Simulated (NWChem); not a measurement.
System: MgHBr; SMILES [Br][MgH]

```xyz
3

Mg    -0.0005    -1.6247     0.0000
H     -0.0025    -3.3196     0.0000
Br     0.0004     0.7326     0.0000
```
Atoms are numbered in this order, from 1.

Coordinates come from a B3LYP/6-31G* (spherical d) optimisation.

**Question.** List the 6 lowest vertical singlet excitations from B3LYP/aug-cc-pVDZ, full TDDFT (NWChem).

**Answer.** 
```tsv
state	energy (eV)	oscillator strength	leading excitation (squared amplitude)
S1	5.49	0.040	HOMO−1 → LUMO (0.99)
S2	5.49	0.040	HOMO → LUMO (0.99)
S3	6.06	0.000	HOMO → LUMO+1 (0.49)
S4	6.07	0.000	HOMO−1 → LUMO+2 (0.49)
S5	6.07	0.000	HOMO−1 → LUMO+1 (0.49)
S6	6.19	0.069	HOMO−2 → LUMO (0.45)
```
